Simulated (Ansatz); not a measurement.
Born–Oppenheimer molecular dynamics of AlH$_{7}$N$_{2}$S (11 atoms, charge 0, multiplicity 1). It starts at the highest image of a converged band. Of that band: The profile has 2 maxima (images 6, 8) with wells between them (image 7): this band takes more than one step, which may be the mechanism or a detour left from its start path. A structure lower than the first end lies on the path between it and the top, so the climb from that side starts below the end, which may itself be a saddle point or a shallow side well. A structure lower than the last end lies on the path between it and the top, so the climb from that side starts below the end, which may itself be a saddle point or a shallow side well. A vibrational analysis at the climbing image gives one clearly imaginary mode, 354i cm⁻¹: a first-order saddle point.

Computed with RKS LDA/def2-SVP in Ansatz 0.2.0.

```yaml
ensemble: NVE (velocity Verlet)
time_step: 0.5 fs
steps_asked: 200
starting_velocities_drawn_for: 100 K
seed: 6474
```

First frame:

```xyz
11
Properties=species:S:1:pos:R:3
Al -0.030 0.226 -0.020
H 0.021 -0.372 1.560
N 1.585 -0.044 -0.703
H 2.338 -0.551 -0.232
H 1.851 0.202 -1.660
N -1.541 0.252 -0.955
H -1.932 -0.561 -1.438
H -2.230 1.006 -0.900
S -0.247 2.336 1.254
H 1.113 2.457 1.243
H -0.100 0.921 1.800
```

Problem. How far do the bonds stretch over the last three quarters of this one trajectory? (Pairs bonded in most of those frames.)

Solution. 
```tsv
bond	mean (Å)	spread (Å)	shortest	longest
Al1–N3	1.772	0.018	1.75	1.81
Al1–N6	1.765	0.031	1.71	1.81
Al1–S9	2.257	0.157	2.04	2.49
H2–H11	0.862	0.126	0.74	1.22
N3–H4	1.023	0.008	1.01	1.04
N3–H5	1.025	0.007	1.01	1.04
N6–H7	1.024	0.014	1.00	1.05
N6–H8	1.025	0.012	1.00	1.04
S9–H10	1.365	0.006	1.35	1.38
```

Pairs bonded in part of these frames only: Al1–H2 23 %, Al1–H11 17 %, H2–H11 76 %, S9–H11 10 %.

Mean temperature of the second half: 474 K. The conserved energy stayed within 0.12 meV per atom of its start (net change 0.088 meV per atom), so the integration is sound. The kinetic energy rose, since the run started high on the potential surface and went downhill. It ends in pieces (AlH5N2S + H2), so much of that is their flight and rotation, not heat. A run of 0.1 ps of so small a system gives no equilibrium averages. The orbitals stay closed-shell, which can raise the energy where a bond breaks towards radicals; this wasn't checked here.

Run time: 3.7 min on 2 threads of Arm Neoverse V1, on a shared host, peak memory 0.12 GiB.
